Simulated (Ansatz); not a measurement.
**Nudged elastic band run: H3NOSn**

Input:

```yaml
crystal:
  periodic: [false, false, false]
  atoms:
    - { symbol: "N", position_ang: [-0.682531, 0.036142, -0.843487] }
    - { symbol: Sn, position_ang: [0.713184, -1.322654, -0.125901] }
    - { symbol: O, position_ang: [1.321266, -0.225488, 1.488023] }
    - { symbol: H, position_ang: [-1.246852, -0.133553, -1.682836] }
    - { symbol: H, position_ang: [-0.916667, 0.951829, -0.443793] }
    - { symbol: H, position_ang: [0.853699, 0.629624, 1.561894] }
basis:
  gaussian: { orbitals: def2-SVP }
hamiltonian:
  xc: revpbe
neb:
  order_check: false
  images: 5
  f_tol: 0.05
  max_iterations: 60
  initial_path: idpp
  final_atoms:
    - { symbol: "N", position_ang: [-0.68189233, 0.03676358, -0.84509189] }
    - { symbol: Sn, position_ang: [0.71624283, -1.32020638, -0.1285155] }
    - { symbol: O, position_ang: [1.3200014, -0.22671194, 1.48998172] }
    - { symbol: H, position_ang: [-0.92252464, 0.94834083, -0.44020404] }
    - { symbol: H, position_ang: [-1.24258599, -0.13079629, -1.68714853] }
    - { symbol: H, position_ang: [0.85285773, 0.6285102, 1.56487824] }
```

Command:

```bash
$ ansatz run input.yaml --threads 1 --pin off --max-ram 2048MiB --backend cpu --events-out ev --progress --plain --runs-dir out
```

Output, in part (warnings, iteration lines, the closing report on the highest movable image, with atoms numbered from 0):

```
NEB end point (image 0): max|allowed force component| = 6.277e-3 eV/Å (the criterion of neb.relax_end_points is 1.000e-2)
NEB end point (image 6): max|allowed force component| = 2.848e-3 eV/Å (the criterion of neb.relax_end_points is 1.000e-2)
NEB iter   1: max|band force component| = 4.542e-1 eV/Å  barrier→ = 0.4683 eV  barrier← = 0.4684 eV  CI = image 3  Δτ_max = 0.1477 Å  (183 SCF iters)
NEB iter   2: max|band force component| = 2.248e-1 eV/Å  barrier→ = 0.4402 eV  barrier← = 0.4402 eV  CI = image 3  Δτ_max = 0.1140 Å  (153 SCF iters)
NEB iter   3: max|band force component| = 2.695e-1 eV/Å  barrier→ = 0.4037 eV  barrier← = 0.4037 eV  CI = image 3  Δτ_max = 0.0565 Å  (143 SCF iters)
NEB iter   4: max|band force component| = 2.691e-1 eV/Å  barrier→ = 0.3824 eV  barrier← = 0.3824 eV  CI = image 3  Δτ_max = 0.0560 Å  (140 SCF iters)
NEB iter   5: max|band force component| = 3.017e-1 eV/Å  barrier→ = 0.3591 eV  barrier← = 0.3591 eV  CI = image 3  Δτ_max = 0.0555 Å  (141 SCF iters)
NEB iter   6: max|band force component| = 2.874e-1 eV/Å  barrier→ = 0.3412 eV  barrier← = 0.3412 eV  CI = image 3  Δτ_max = 0.0552 Å  (141 SCF iters)
NEB iter   7: max|band force component| = 2.029e-1 eV/Å  barrier→ = 0.3329 eV  barrier← = 0.3329 eV  CI = image 3  Δτ_max = 0.0159 Å  (140 SCF iters)
NEB iter   8: max|band force component| = 1.376e-1 eV/Å  barrier→ = 0.3317 eV  barrier← = 0.3317 eV  CI = image 3  Δτ_max = 0.0189 Å  (140 SCF iters)
NEB iter   9: max|band force component| = 2.963e-2 eV/Å  barrier→ = 0.3313 eV  barrier← = 0.3313 eV  CI = image 3  Δτ_max = 0.0270 Å  (141 SCF iters)
NEB iter  10: max|band force component| = 8.767e-2 eV/Å  barrier→ = 0.3318 eV  barrier← = 0.3318 eV  CI = image 3  Δτ_max = 0.0135 Å  (28 SCF iters)
NEB iter  11: max|band force component| = 2.240e-2 eV/Å  barrier→ = 0.3310 eV  barrier← = 0.3311 eV  CI = image 3  Δτ_max = 0.0000 Å  (264 SCF iters)
Total energy: -9415.23850002 eV, -346.0036329979 hartree
Atom 0 at    -0.322815     0.622439    -0.617317 Å, force     0.005470     0.022820    -0.016219 eV/Å
Atom 1 at     1.221418    -0.825732    -0.245056 Å, force    -0.000844    -0.000718    -0.004549 eV/Å
Atom 2 at     0.343287    -1.228850     1.546124 Å, force     0.004950     0.005999     0.004271 eV/Å
Atom 3 at    -0.843888     0.411767    -1.485766 Å, force     0.003216    -0.001297     0.012578 eV/Å
Atom 4 at     0.066978     1.565902    -0.786197 Å, force    -0.005061    -0.020649     0.005898 eV/Å
Atom 5 at    -0.422880    -0.609627     1.542112 Å, force    -0.007730    -0.006154    -0.001979 eV/Å
Dipole moment:     0.103943     0.228631    -0.504160 e Å
```

It converged. The band force fell under the threshold earlier too, but the program's further tests of the path sent the band on. A vibrational analysis at the climbing image gives one clearly imaginary mode, 286i cm⁻¹: a first-order saddle point.

Final band (atoms are numbered from 1 in the order of the input):

```json
{"image": "0", "path coordinate (Å)": "0.00", "energy (kcal/mol)": "0.0", "dihedral H4–N1–Sn2–O3 (°)": "-180"}
{"image": "1", "path coordinate (Å)": "0.56", "energy (kcal/mol)": "1.7", "dihedral H4–N1–Sn2–O3 (°)": "-167"}
{"image": "2", "path coordinate (Å)": "1.13", "energy (kcal/mol)": "5.7", "dihedral H4–N1–Sn2–O3 (°)": "-150"}
{"image": "3", "path coordinate (Å)": "1.69", "energy (kcal/mol)": "7.6", "dihedral H4–N1–Sn2–O3 (°)": "-122"}
{"image": "4", "path coordinate (Å)": "2.26", "energy (kcal/mol)": "5.7", "dihedral H4–N1–Sn2–O3 (°)": "-85"}
{"image": "5", "path coordinate (Å)": "2.82", "energy (kcal/mol)": "1.7", "dihedral H4–N1–Sn2–O3 (°)": "-39"}
{"image": "6", "path coordinate (Å)": "3.39", "energy (kcal/mol)": "0.0", "dihedral H4–N1–Sn2–O3 (°)": "0"}
```

Time of the run: 87 s on 1 CPU thread of a shared host.
